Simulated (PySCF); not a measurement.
Compound: C₅H₁₂O₂Si.
Bonds: C1–C2 (double), C2–O3, O3–Si4, Si4–O5, O5–C6, C6–C7, C6–C8. Hydrogens: H9, H10 on C1; H11 on C2; H12, H13 on Si4; H14 on C6; H15, H16, H17 on C7; H18, H19, H20 on C8.

Level: CAM-B3LYP/def2-SVPD in PySCF, non-relativistic, on one gas-phase PBE0-D3(BJ)/def2-SVP geometry that isn't relaxed in the solvent. The solvent is an IEF-PCM continuum (Bondi radii, 1.10 Å for H, scaled by 1.2), and excitations are vertical TDDFT with non-equilibrium linear response and a frozen core. Specific hydrogen bonds and non-electrostatic terms are outside this model.

Gas-phase singlets (H = HOMO, L = LUMO):

```
state  E (eV)  λ (nm)      f  leading configuration
   S1   6.637     187  0.030              H→L+1 56%
   S2   6.821     182  0.002              H→L+2 45%
   S3   6.997     177  0.320              H→L+3 90%
   S4   7.273     170  0.025              H→L+1 27%
   S5   7.461     166  0.000              H→L+5 45%
```

Q: Give the list for chloroform (ε = 4.711), n² = 2.09.

A: 
```tsv
state	E (eV)	λ (nm)	f	leading configuration	change by rank (eV)
S1	6.657	186	0.049	H→L+1 55%	+0.020
S2	6.857	181	0.381	H→L+2 87%	+0.036
S3	6.921	179	0.003	H→L+3 44%	-0.076
S4	7.347	169	0.034	H→L+3 34%	+0.074
S5	7.577	164	0.001	H→L+5 39%	+0.116
```

Q: How do the frontier levels move from gas to chloroform?

A: 
```csv
orbital,gas (eV),solvent (eV),change (eV),"Löwdin shares, gas","Löwdin shares, solvent"
LUMO+2,1.56,1.63,+0.07,"Si4 21 %, C1 17 %, H9 14 %, H13 11 %","C2 32 %, C1 29 %, O3 10 %, H9 8 %"
LUMO+1,1.52,1.57,+0.05,"Si4 19 %, O3 12 %, O5 12 %, C2 10 %","Si4 18 %, O5 13 %, O3 11 %, C2 9 %"
LUMO,1.23,1.30,+0.07,"Si4 24 %, C7 12 %, C8 8 %, O3 6 %","Si4 28 %, C7 8 %, C8 7 %, O3 7 %"
HOMO,-8.31,-8.34,-0.03,"C1 38 %, C2 26 %, O3 23 %","C1 38 %, C2 26 %, O3 23 %"
HOMO-1,-9.80,-9.77,+0.03,"O5 48 %, Si4 10 %, C7 10 %, C6 9 %","O5 46 %, C7 10 %, C6 10 %, Si4 10 %"
HOMO-2,-10.23,-10.17,+0.06,"O5 37 %, C6 19 %, H14 12 %, C7 6 %","O5 34 %, C6 20 %, H14 13 %, C7 7 %"
HOMO-3,-10.86,-10.86,0.00,"O3 44 %, Si4 12 %, C2 12 %, H12 10 %","O3 40 %, Si4 13 %, H12 12 %, C2 12 %"
```

The HOMO–LUMO gap goes from 9.54 to 9.63 eV. Rows go by rank; for LUMO+1 and LUMO+2 the atom shares or the degeneracy differ between the runs, so the row needn't follow one orbital.

Conformer computed: `[CH2:1]=[CH:2][O:3][SiH2:4][O:5][CH:6]([CH3:7])[CH3:8]`: C1–C2–O3–Si4 -8°, C2–O3–Si4–O5 -175°, O3–Si4–O5–C6 61°, Si4–O5–C6–C7 98°.
